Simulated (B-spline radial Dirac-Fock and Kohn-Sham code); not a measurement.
# Two-hole binding energies of Sb¹⁹⁺

System: the Sb¹⁹⁺ ion in the configuration [Ar] 3d10 4s2 4p2.

The run's input, task.json:

```json
{"items": [{
  "Z": 51,
  "q": 19,
  "cfg": [[1, 0, 2], [2, 0, 2], [2, 1, 6], [3, 0, 2], [3, 1, 6], [3, 2, 10], [4, 0, 2], [4, 1, 2]],
  "A": 121,
  "rrms": 4.6802,
  "do": ["binding", "quiet", "double"]
}]}
```

Run with: `python xray_run.py task.json out`

Model: Dirac-Fock energy differences between relaxed states, corrected for Breit and QED terms. Program: a radial B-spline solver. U is the two-hole binding energy less the two single-hole energies, the effective repulsion of the holes after relaxation. Each two-hole energy is an average over J within one jj subconfiguration.

| holes | E(a) (eV) | E(b) (eV) | E(ab) (eV) | U (eV) |
| --- | --- | --- | --- | --- |
| 1s⁻² | 31047.4 | 31047.4 | 62948.7 | 853.9 |
| 1s⁻¹ 2p1/2⁻¹ | 31047.4 | 4930.9 | 36240.3 | 262.0 |
| 1s⁻¹ 3p1/2⁻¹ | 31047.4 | 1334.1 | 32476.9 | 95.3 |
| 1s⁻¹ 3d3/2⁻¹ | 31047.4 | 1058.4 | 32192.8 | 87.0 |
| 2s⁻² | 5252.7 | 5252.7 | 10667.0 | 161.6 |
| 2p1/2⁻² | 4930.9 | 4930.9 | 10057.1 | 195.3 |
| 2p1/2⁻¹ 2p3/2⁻¹ | 4930.9 | 4681.8 | 9790.4 | 177.7 |
| 2s⁻¹ 3d5/2⁻¹ | 5252.7 | 1048.6 | 6386.4 | 85.1 |
| 2p1/2⁻¹ 3p3/2⁻¹ | 4930.9 | 1285.9 | 6299.5 | 82.7 |
| 2p3/2⁻¹ 3p1/2⁻¹ | 4681.8 | 1334.1 | 6100.2 | 84.3 |
| 2p1/2⁻¹ 3d3/2⁻¹ | 4930.9 | 1058.4 | 6073.9 | 84.6 |
| 2p1/2⁻¹ 3d5/2⁻¹ | 4930.9 | 1048.6 | ? | ? |
| 2p3/2⁻¹ 3d5/2⁻¹ | 4681.8 | 1048.6 | 5815.1 | 84.6 |
| 3d3/2⁻¹ 3d5/2⁻¹ | 1058.4 | 1048.6 | 2178.1 | 71.1 |

Task: Give the missing two-hole energy and U.

Result: E(ab) = 6066.3 eV and U = 86.8 eV.

Values without a named source are computed, but for edge energies of neutral atoms, which are taken from tables.
